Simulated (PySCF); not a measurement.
## Optical rotation: `C[C@H](F)[Se@@+](C)CF`, [C₄H₉F₂Se]+, charge +1

Molfile (atoms numbered from 1):
```
C4H9F2Se
     RDKit          3D

 16 15  0  0  0  0  0  0  0  0999 V2000
   -1.7742   -1.4670    0.2067 C   0  0  0  0  0  0  0  0  0  0  0  0
   -1.1692   -0.0933    0.2563 C   0  0  2  0  0  0  0  0  0  0  0  0
   -2.0101    0.8586   -0.2057 F   0  0  0  0  0  0  0  0  0  0  0  0
    0.4001    0.1074   -1.0333 Se  0  0  0  0  0  3  0  0  0  0  0  0
    0.7742    1.9671   -0.6622 C   0  0  0  0  0  0  0  0  0  0  0  0
    1.8032   -0.6992    0.1214 C   0  0  0  0  0  0  0  0  0  0  0  0
    1.6005   -0.2202    1.3620 F   0  0  0  0  0  0  0  0  0  0  0  0
   -2.1007   -1.7161   -0.8022 H   0  0  0  0  0  0  0  0  0  0  0  0
   -1.0699   -2.2150    0.5639 H   0  0  0  0  0  0  0  0  0  0  0  0
   -2.6505   -1.4851    0.8553 H   0  0  0  0  0  0  0  0  0  0  0  0
   -0.8141    0.2176    1.2481 H   0  0  0  0  0  0  0  0  0  0  0  0
    1.6300    2.2749   -1.2619 H   0  0  0  0  0  0  0  0  0  0  0  0
    0.9808    2.1002    0.3997 H   0  0  0  0  0  0  0  0  0  0  0  0
   -0.0997    2.5494   -0.9564 H   0  0  0  0  0  0  0  0  0  0  0  0
    1.7029   -1.7890    0.1292 H   0  0  0  0  0  0  0  0  0  0  0  0
    2.7894   -0.3814   -0.2324 H   0  0  0  0  0  0  0  0  0  0  0  0
  1  2  1  0
  2  3  1  0
  2  4  1  0
  4  5  1  1
  4  6  1  0
  6  7  1  0
  1  8  1  0
  1  9  1  0
  1 10  1  0
  2 11  1  1
  5 12  1  0
  5 13  1  0
  5 14  1  0
  6 15  1  0
  6 16  1  0
M  CHG  1   4   1
M  END
```

Computed with TDDFT CAM-B3LYP/aug-cc-pVDZ circular dichroism and optical rotation, one conformer, gas phase in PySCF. Geometry: GFN2-xTB.

The molecule is flexible and this is one conformer; a measurement averages over conformers. The calculation is non-relativistic, which matters for the atoms heavier than Zn.

Stereocentres: C2 R, Se4 S.

**Question.** Give the optical rotatory dispersion at 633, 589.3, 546, 436, 405, 365, 355 nm.

**Answer.** [α] in deg dm⁻¹ (g/mL)⁻¹:
| λ (nm) | origin-invariant length gauge | modified velocity gauge | length gauge (centre of mass) | isotropic polarisability (au) |
| --- | --- | --- | --- | --- |
| 633 | +21.8 | +22.7 | +22.0 | 76.7 |
| 589.3 | +25.1 | +26.2 | +25.4 | 76.9 |
| 546 | +29.3 | +30.5 | +29.6 | 77.3 |
| 436 | +45.7 | +47.6 | +46.3 | 78.7 |
| 405 | +52.6 | +54.9 | +53.3 | 79.3 |
| 365 | +63.5 | +66.3 | +64.5 | 80.4 |
| 355 | +66.6 | +69.6 | +67.7 | 80.8 |

**Question.** And for the mirror image at 589.3 nm?

**Answer.** -25.1 deg dm⁻¹ (g/mL)⁻¹ (origin-invariant length gauge): the same size and the opposite sign.

**Question.** What is the molar rotation [Φ] = [α]·M/100 of the geometry above at 589.3 nm?

**Answer.** With M = 174.08 g/mol, +43.8 deg cm² dmol⁻¹ (origin-invariant length gauge).

The first excitation lies at 7.00 eV (177 nm) with R = -34.8 × 10⁻⁴⁰ esu² cm² (velocity form).
